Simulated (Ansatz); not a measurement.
`[NH3+][Ag-][OH]`. The species carries charge 0 and has multiplicity 1. Ag takes the def2 core potential. The structure was optimised at the PBE0-D4/def2-TZVP level. It is one conformer, not always the lowest.

```xyz
7

N     0.982   -0.957    0.164
Ag   -0.622    0.444   -0.017
O    -2.181    1.659   -0.113
H     1.869   -0.525   -0.067
H     0.851   -1.747   -0.457
H     1.050   -1.314    1.110
H    -1.949    2.440   -0.621
```

Question: What is the dipole moment at r2SCAN/def2-TZVPP? (Estimate.)

Answer: The calculation gave: 7.66 D, with components (6.38, -4.24, 0.00) D in this frame, pointing from negative to positive charge.

Question: And with PBE, B3LYP, ωB97M-V? (Best estimate.)

Answer: Ansatz gave: PBE 7.40 D, B3LYP 7.77 D, ωB97M-V 8.07 D.

Question: Give the Mulliken charges with r2SCAN, B3LYP, PBE in def2-TZVPP. (Estimate.)

Answer: Computed: 
```
atom  r2SCAN  B3LYP    PBE
  N1   -0.29  -0.31  -0.32
 Ag2    0.19   0.23   0.13
  O3   -0.63  -0.62  -0.56
  H4    0.18   0.18   0.20
  H5    0.18   0.18   0.20
  H6    0.18   0.18   0.19
  H7    0.18   0.16   0.17
```

B3LYP here is the variant with VWN-RPA as its local correlation; programs differ in this.
